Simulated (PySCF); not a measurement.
C2H4N2OSi, SMILES O[SiH]1N=CC=N1. Heavy atoms are numbered as in [OH:1][SiH:2]1[N:3]=[CH:4][CH:5]=[N:6]1. Hydrogens are named by the atom that carries them.

Geometry optimised at B3LYP-D3(BJ)/def2-SVP. This is a generated structure with no PubChem entry under its InChIKey; it may be hypothetical. The values are those of a single conformer.

Method: PySCF with PBE/pcSseg-1.

GIAO shieldings, no solvent; atoms alike by connectivity are averaged. δ = σ(ref) − σ: ¹⁷O against H2O (σ = 334.3 ppm); ²⁹Si against TMS (σ = 335.4 ppm); ¹⁵N against NH3 (σ = 267.0 ppm); ¹³C against TMS (σ = 182.0 ppm); ¹H against TMS (σ = 31.49 ppm), references at their B3LYP-D3(BJ)/def2-TZVP geometries, non-relativistic.

| atoms | nucleus | count | δ (ppm) |
|---|---|---|---|
| O1 (OH) | ¹⁷O | 1 | 40.8 |
| Si2 (SiH) | ²⁹Si | 1 | (withheld) |
| N3 | ¹⁵N | 2 | (withheld) |
| C4 (CH) | ¹³C | 2 | 175.3 |
| H on C4 | ¹H | 2 | (withheld) |
| H on Si2 | ¹H | 1 | 5.54 |
| H on O1 | ¹H | 1 | 1.83 |

### Question
Some entries are withheld; supply them. (An estimate is asked for; the answer gives what the named calculation found.)

### Answer

- H on C4, δ (ppm): 8.56
- Si2 (SiH), δ (ppm): 9.5
- N3, δ (ppm): 420.8
